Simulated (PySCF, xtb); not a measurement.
CH4N2OSi, SMILES C(O[SiH2]N)#N.

GFN2-xTB (xtb) at its own geometry gives an orbital gap of 5.76 eV and a dipole moment of 5.84 D.

Coordinates come from a B3LYP-D3(BJ)/def2-SVP optimisation. The structure was generated by enumeration, and PubChem lists no compound with its InChIKey, so it may never have been made. The values are those of a single conformer.

### Question
What does r2SCAN/def2-TZVP (PySCF) give? (The exact figures need the calculation; the answer reports its results.)

### Answer
gap 6.86 eV (levels -7.26 and -0.40 eV), dipole 6.11 D.
